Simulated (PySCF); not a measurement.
CH₅BCl₃N.
Bonds: N1–B2, B2–C3, C3–Cl4, C3–Cl5, C3–Cl6. Hydrogens: H7, H8, H9 on N1; H10, H11 on B2.

Method: PBE0-D3(BJ)/def2-SVP geometry optimisation, gas phase (PySCF); density fitting, grid level 1; the optimiser is geomeTRIC in internal coordinates, started from a GFN2-xTB structure with every atom displaced at random (about 0.01 Å).

Step 0: E = -40823.1613 eV
```
atom  x, y, z in Å  |  force x, y, z in eV/Å
N1     -1.3102    0.0956   -0.0826   -0.124   1.365  -0.643
B2      0.0255   -0.5683   -0.6043    0.555   0.479   1.124
C3      1.1355    0.1602    0.3525    1.129  -0.220  -0.013
Cl4     2.8480   -0.3642    0.0504   -0.857   0.013  -0.072
Cl5     1.1059    1.9456    0.1498   -0.142   0.295  -0.187
Cl6     0.7974   -0.1326    2.0986   -0.144  -0.179   0.146
H7     -1.4037   -0.0787    0.9106   -0.107  -0.069   0.546
H8     -1.2152    1.1337   -0.2160   -0.159  -0.932   0.226
H9     -2.1426   -0.2168   -0.5680   -0.235  -0.154  -0.135
H10    -0.0138   -1.7261   -0.3731   -0.028  -0.864   0.119
H11     0.1995   -0.2731   -1.7235    0.113   0.265  -1.109
```

Step 1: E = -40823.2866 eV
```
atom  x, y, z in Å  |  force x, y, z in eV/Å
N1     -1.3460    0.1051   -0.0980    0.113   0.112   0.157
B2      0.0645   -0.5231   -0.5480   -0.010   0.052  -0.016
C3      1.1857    0.1814    0.3836   -0.164  -0.008  -0.071
Cl4     2.7605   -0.4618   -0.0540    0.224   0.041   0.077
Cl5     1.1748    1.9819    0.1622   -0.019  -0.098   0.020
Cl6     0.8605   -0.1292    2.1387   -0.001   0.021  -0.069
H7     -1.4962   -0.0771    0.9002   -0.014  -0.012  -0.044
H8     -1.3281    1.1222   -0.2217    0.021  -0.005  -0.014
H9     -2.1205   -0.2810   -0.6330   -0.070  -0.046  -0.028
H10     0.0240   -1.7179   -0.3194   -0.034  -0.018  -0.033
H11     0.2470   -0.2253   -1.7163   -0.046  -0.039   0.022
```

Q: Estimate the geometry and energy of step 2. (The exact step hangs on the optimiser's Hessian estimate; all steps are aligned on step 1, rigid shifts and turns removed.)

A: E = -40823.2973 eV, largest force 0.064 eV/Å
```
atom  x, y, z in Å  |  force x, y, z in eV/Å
N1     -1.3306    0.1121   -0.0889   -0.043   0.003  -0.005
B2      0.0633   -0.5359   -0.5612   -0.009   0.009  -0.002
C3      1.1805    0.1711    0.3719    0.038  -0.016  -0.029
Cl4     2.7916   -0.4299   -0.0185   -0.002   0.034   0.033
Cl5     1.1392    1.9677    0.1544    0.019   0.039  -0.032
Cl6     0.8301   -0.1338    2.1202    0.009  -0.042   0.048
H7     -1.4705   -0.0702    0.9098   -0.001  -0.004   0.001
H8     -1.2966    1.1287   -0.2131    0.013   0.003  -0.002
H9     -2.1205   -0.2627   -0.6130   -0.004  -0.004   0.003
H10     0.0090   -1.7314   -0.3365   -0.007  -0.004  -0.015
H11     0.2307   -0.2406   -1.7308   -0.012  -0.018   0.000
```

The energy changes by -0.0108 eV. The first-order estimate −F·Δx gives -0.0200 eV and the mean of the old and new forces, exact on a quadratic surface, -0.0105 eV. The step makes an angle of 63° with the force vector and moves no atom by more than 0.057 Å.

What follows is the cost of the whole optimisation. Hardware: one thread, Arm Neoverse V1 (aarch64), on a shared host. Cost: 31 s wall, 0.51 GiB resident at most.
